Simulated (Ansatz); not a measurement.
System: C$_{2}$H$_{7}$BN, charge 0, multiplicity 2. It need not be the lowest isomer of its formula. 
Geometry from a B3LYP-D3(BJ)/def2-TZVP (Ansatz, a quantum-chemistry and plane-wave program) optimisation:
SMILES: [CH2]B(C)N
```xyz
11

B      0.0407     0.0291     0.0031
C      1.5629    -0.1936     0.0177
C     -0.9731    -1.1792    -0.1110
N     -0.4454     1.3482     0.0944
H      2.0140    -1.1779    -0.0485
H      2.2841     0.6157     0.0950
H     -2.0233    -0.8768    -0.1097
H     -0.7950    -1.7507    -1.0274
H     -0.8314    -1.8846     0.7139
H     -1.4261     1.5738     0.0913
H      0.1528     2.1545     0.1689
```
Charge 0, spin multiplicity 2.

Basis-set convergence of Hartree-Fock and CCSD correlation energies (hartree) with Ansatz. Valence correlation only, unless marked. Open shells are spin-unrestricted. No spin-orbit coupling. No relativistic terms.

```
basis    functions       E(HF)  E(corr, CCSD)
-------  ---------  ----------  -------------
cc-pVDZ         91  -158.98152       -0.56779
cc-pVTZ        218           …              …
```

Question: Fill in the missing entries.

Answer: 
- cc-pVTZ, E(HF): -159.02940
- cc-pVTZ, E(corr, CCSD): -0.68149
